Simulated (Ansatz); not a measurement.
Coupled-cluster run, `[OH][GeH]([F])[SiH3]`.

```yaml
crystal:
  periodic: [false, false, false]
  atoms:
    - {symbol: O, position_ang: [-0.798026, 0.416757, 1.786092]}
    - {symbol: Ge, position_ang: [-0.741836, 0.451231, 0.017481]}
    - {symbol: F, position_ang: [-0.479162, 2.117067, -0.444668]}
    - {symbol: Si, position_ang: [1.166849, -0.812964, -0.638445]}
    - {symbol: H, position_ang: [-1.565767, 0.863053, 2.151910]}
    - {symbol: H, position_ang: [-2.130732, 0.122278, -0.568261]}
    - {symbol: H, position_ang: [1.310790, -0.720792, -2.112936]}
    - {symbol: H, position_ang: [0.962770, -2.229249, -0.242871]}
    - {symbol: H, position_ang: [2.363615, -0.253681, 0.034600]}
basis:
  gaussian: {orbitals: def2-SVP}
correlation: {method: ccsd_t}
```

```sh
$ ansatz run in.yaml --threads 4 --pin off --events-out ev --progress --plain
```

The program prints (abridged):

```
Functional definition: HF
994 factors; integrals over basis functions are off by at most 1.2e-3 eV
mean field evaluation 1: about -69142.3717 eV, gradient 4.2e1 eV
mean field evaluation 2: about -69142.3973 eV, gradient 4.2e1 eV
mean field evaluation 4: about -69146.0602 eV, gradient 2.8e0 eV
mean field evaluation 8: about -69146.1012 eV, gradient 2.5e-1 eV
mean field -69146.10140433 eV, -2541.0723576982 hartree, gradient 1.2e-6 eV, S^2 0.000000; 0 other end points of the search recorded, 0 dependent functions left out
16 core orbitals not correlated: weight in the atoms' cores, before any rotation towards them, 1.000 or more for the frozen orbitals, at most 0.000 for the correlated occupied ones
reference -69146.10140433 eV, -2541.0723576982 hartree; 18, 18 occupied and 69, 69 virtual orbitals, 994 factors
second order -19.17413347 eV of doubles, -0.00000000 eV of singles
cycle   1  -19.29811336 eV  change   -1.2e-1 eV  update   1.1e-1
cycle   2  -19.86186608 eV  change   -5.6e-1 eV  update   3.3e-2
cycle   3  -19.98956493 eV  change   -1.3e-1 eV  update   1.7e-2
cycle   4  -19.97829418 eV  change    1.1e-2 eV  update   3.8e-3
cycle   5  -19.97685746 eV  change    1.4e-3 eV  update   1.7e-3
cycle   6  -19.97737030 eV  change   -5.1e-4 eV  update   4.9e-4
cycle   7  -19.97704615 eV  change    3.2e-4 eV  update   1.8e-4
cycle   8  -19.97696742 eV  change    7.9e-5 eV  update   6.1e-5
cycle   9  -19.97699100 eV  change   -2.4e-5 eV  update   2.2e-5
perturbative correction -0.44692691 eV, -0.0164242609 hartree
Total energy: -69166.52532224 eV, -2541.8229228374 hartree
```

Hardware: 4 threads of a server CPU on a shared host. Wall time 3.9 s, peak host memory 0.45 GiB.

The correlation energy is -20.424 eV, 2.2 % of it from (T); the T1 diagnostic reads 0.0123.
